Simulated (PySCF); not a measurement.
# LC-wPBE on Li (lithium, neutral)

Configuration: [He] 2s1, 2S determinant. Computed with PySCF 2.14 in aug-cc-pCVQZ, with no relativity, point nucleus.

```
Total energy                                     : -7.4717 hartree
One-electron energy                              : -9.7090 hartree
Hartree (Coulomb) energy                         : 4.0488 hartree
Exchange-correlation energy                      : -1.8115 hartree
Kinetic energy                                   : 7.41542 hartree
⟨S²⟩                                             : 0.7500
⟨L²⟩                                             : 0.000
Sum of ⟨r⟩                                       : 4.953 bohr
Sum of ⟨r²⟩                                      : 17.85 bohr²
Density at the nucleus (Gaussians lack the cusp) : 13.7 bohr⁻³
Spin density at the nucleus                      : 0.229 bohr⁻³
Langevin diamagnetic susceptibility              : -14.1 ×10⁻⁶ cm³/mol
```

```tsv
shell	electrons	mean orbital energy (eV)	rms radius, mean of both spins (bohr)
1s α	1	-57.601	0.682
1s β	1	-57.414	0.682
2s α	1	-5.602	4.11
```
